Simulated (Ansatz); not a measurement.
`[NH2][Ga]([Br])[Br]` + H₂ → `[Br][GaH][Br]` + NH₃ at 500 K and 1 bar (hydrogenolysis of a Ga–N bond).

Gas-phase electronic energies from Ansatz, PBE0-D4/def2-TZVP geometries. CBS: MP2 limit from def2 TZ/QZ plus the TZ coupled-cluster correction, frozen cores. This one scheme is used for every species. For Br, Ga outer-core shells are correlated without core-valence functions, which leaves a few kJ/mol of doubt a bond. Scalar relativity is left out up to krypton. Each species was taken in one conformer, which may not be the lowest.

```tsv
species	CCSD(T)/CBS energy (Eh)	H − E (kJ/mol)	S (J/(mol·K))
`[NH2][Ga]([Br])[Br]`	-7126.62711	111.6	424.2
H₂	-1.17544	41.0	145.5
`[Br][GaH][Br]`	-7071.28437	51.8	358.8
NH₃	-56.50880	108.2	211.8
```

H − E and S are ideal-gas, rigid-rotor, harmonic terms from PBE0-D4/def2-TZVP, for one conformer and one mirror image of each species. The MP2-based limit puts H₂ 0.8 mEh under its directly extrapolated value; such offsets cancel only in part. 1 Eh = 2625.50 kJ/mol, R = 8.31446 J/(mol·K).

Question: By hand: ΔE, ΔH, ΔS and ΔG.

Answer: ΔE = (-7071.28437) + (-56.50880) − (-7126.62711) − (-1.17544) = 0.00938 Eh = 24.6 kJ/mol. Δ(H − E) = 51.8 + 108.2 − 111.6 − 41.0 = 7.4, so ΔH = 32.0 kJ/mol. ΔS = 358.8 + 211.8 − 424.2 − 145.5 = 0.9 J/(mol·K). ΔG = 32.0 − 500 × (0.9)/1000 = 31.6 kJ/mol.

Question: By hand: the equilibrium constant, and the temperature at which ΔG would vanish if ΔH and ΔS stayed fixed.

Answer: log₁₀ K = −ΔG/(RT ln 10) = -3.3. ΔG = 0 at ΔH/ΔS = 35556 K, far beyond where these terms or the molecules hold.

The number of gas molecules stays the same, so ΔS is small and ΔH decides. A doubt of 5 kJ/mol in ΔE shifts log₁₀ K by 0.5 here. Other conformers and mirror images would add mixing entropy, several J/(mol·K) or more a flexible species. Modes under 60 cm⁻¹, often nearly free rotors, make the harmonic entropy too high. These are equilibria of isolated gas molecules and say nothing of rates. Largest T1 diagnostic: 0.010 (customary marks: 0.02 for closed shells, 0.045 for open ones).
